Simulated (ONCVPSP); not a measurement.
**Ir: one change to an ONCV potential, before and after**

```json
{"Element": "Ir (Z = 77)", "Generator": "ONCVPSP 4.0.1", "Type": "optimised norm-conserving Vanderbilt (ONCV)", "Functional": "PBEsol", "Relativity": "fully relativistic", "Frozen core": "[Kr] 4d10", "Valence charge": "31", "Reference configuration": "4f13 5s2 5p6 5d8 6s2", "Partial waves": "5s+6s: rc 1.35 bohr, ncon 3, nbas 6, qcut 7.7 1/bohr, 2 projectors; 5p: rc 1.30 bohr, ncon 3, nbas 7, qcut 6.1 1/bohr, 2 projectors, debl 3.1 Ha; 5d: rc 2.00 bohr, ncon 3, nbas 8, qcut 6.9 1/bohr, 1 projector; 4f: rc 1.05 bohr, ncon 4, nbas 8, qcut 19 1/bohr, 1 projector", "Local potential": "polynomial inside 0.95 bohr (lpopt 4, dvloc0 -1 Ha)", "Core correction": "polynomial model core, fcfact 0.2"}
```

Open shells are filled in proportion to 2j + 1.

All-electron outer shells of the reference configuration (PBEsol, scalar-relativistic, ld1.x):

| shell | level (eV) | outermost node (bohr) | outermost maximum (bohr) |
| --- | --- | --- | --- |
| 4d | -302.01 | 0.21 | 0.42 |
| 5s | -102.03 | 0.50 | 0.88 |
| 4f | -72.77 | – | 0.39 |
| 5p | -57.58 | 0.53 | 0.99 |
| 5d | -8.21 | 0.58 | 1.26 |
| 6s | -6.41 | 1.15 | 2.35 |

Change: local potential polynomial inside 0.75 bohr (lpopt 5, dvloc0 0 Ha).

Cutoffs: the cutoffs (Ha) at which the residual kinetic energy of the hardest occupied pseudo-wave falls to 1 and 0.1 mHa per electron; they do not see the model core or the augmentation charge, which bear on the density cutoff. Errors are all-electron minus pseudo energies relative to the spin-unpolarised reference configuration.

Q: What does the change do?

A: The potential gets neither clearly harder nor softer (144 Ha and 156 Ha → 144 Ha and 156 Ha); a bound ghost appears in s, which as a rule spoils a file; the lowest positive-energy flag moves from s at 158.9 eV to p3/2 at 56.1 eV; of the 4 tests that both files solve, the error grows in 4 and shrinks in 0 by more than 15 % and 0.3 meV (median size 126.9 → 208.7 meV); the range in which the s phases agree widens (upper end 3.5 → at the end of the scan); the range in which the p1/2 phases agree narrows (upper end at the end of the scan → 3.7). In the separable form a ghost depends on how the local part lies against the semilocal potential of the channel, so the choice of the local part can create or remove one.

| quantity | base | changed |
| --- | --- | --- |
| cutoff, loose | 144 Ha | 144 Ha |
| cutoff, tight | 156 Ha | 156 Ha |
| bound ghosts | none | s |
| GHOST(+) flags under 300 eV | s at 158.9 eV | p3/2 at 56.1 eV, p1/2 at 111.9 eV |
| error for 4f14 5s2 5p6 5d7 6s2, meV [ΔE -59.53 eV] | +66 | +148 |
| error for 4f14 5s2 5p6 5d7 6s1, meV [ΔE -49.59 eV] | +139 | +220 |
| error for 4f14 5s2 5p6 5d7 6s0, meV [ΔE -32.09 eV] | +231 | +310 |
| error for 4f14 5s2 5p6 5d7 6s1 6p1, meV [ΔE -54.20 eV] | +115 | +197 |
| s: phases at 1.37 bohr within 0.05 rad from the reference energy up to (Ha; the scan ends near 5) | 3.5 | to the end of the scan |
| p3/2: phases at 1.32 bohr within 0.05 rad from the reference energy up to (Ha; the scan ends near 5) | to the end of the scan | to the end of the scan |
| p1/2: phases at 1.32 bohr within 0.05 rad from the reference energy up to (Ha; the scan ends near 5) | to the end of the scan | 3.7 |
| d5/2: phases at 2.03 bohr within 0.05 rad from the reference energy up to (Ha; the scan ends near 5) | 2.0 | 1.7 |
| d3/2: phases at 2.03 bohr within 0.05 rad from the reference energy up to (Ha; the scan ends near 5) | 2.3 | 1.8 |
| f7/2: phases at 1.06 bohr within 0.05 rad from the reference energy up to (Ha; the scan ends near 5) | 0.1 | 0.5 |
| f5/2: phases at 1.06 bohr within 0.05 rad from the reference energy up to (Ha; the scan ends near 5) | 0.0 | 0.4 |
| rms error of d²Exc/dni dnj with the model core, mHa | 3.78 | 3.78 |

 A true bound ghost makes a file unfit for plane-wave use even where its test errors are small: the radial tests pick states by their node count and pass the ghost by.
